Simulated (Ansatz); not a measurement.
Basis-set extrapolation for `O[SiH]1CN1` (PBE0-D4/def2-TZVP geometry, frozen core, the Gaussian-basis code of Ansatz). Multiplicity 1, RHF reference.

|  | def2-TZVPP | def2-QZVPP |
| --- | --- | --- |
| HF | -459.123930 | -459.141821 |
| MP2 correlation | -0.737065 | -0.791801 |
| CCSD(T) correlation | -0.793079 | not run |

Energies in hartree. Use E(X) = E(∞) + A·exp(−7.88·√X) for Hartree–Fock and E(X) = E(∞) + B·X^(−2.97) for correlation, with X = 3 and 4, and add CCSD(T) minus MP2 of the smaller set to the MP2 limit.

Question: What is the CCSD(T) energy at the basis-set limit?

Answer: HF limit: -459.141821 + (-0.017891) × 0.13774 = -459.14429. MP2 limit: -0.791801 + (-0.054736) × 0.74074 = -0.83235. Higher-order term: -0.793079 − (-0.737065) = -0.05601. Total: -460.03265 hartree, 303.6 kJ/mol below CCSD(T)/def2-TZVPP.
